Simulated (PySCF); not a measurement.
Iodine: a sound run and one with changed settings

Sound run: I⁺ [Kr] 4d10 5s2 5p4, I²⁺ [Kr] 4d10 5s2 5p3. All numbers are calculated (PySCF 2.14, a scalar-relativistic core potential, in aug-cc-pVDZ-PP with ECP28MDF). The sound run starts from symmetry-adapted Hartree-Fock orbitals and uses a fine grid where one is needed.

Changed run: initial guess 1e, at most 50 SCF cycles, level shift 10.0 hartree.

| species | method | sound run (hartree) | changed run (hartree) | converged |
| --- | --- | --- | --- | --- |
| I⁺ | UHF | -294.30127 | -294.30090 | no |
| I⁺ | r2SCAN | -295.40792 | -295.40614 | no |
| I⁺ | M06-L | -295.46288 | -295.46027 | no |
| I²⁺ | UHF | -293.65440 | -293.65434 | no |
| I²⁺ | r2SCAN | -294.72124 | -294.69866 | no |
| I²⁺ | M06-L | -294.78347 | -294.78321 | no |

A level shift slows the SCF but leaves a converged energy unchanged.
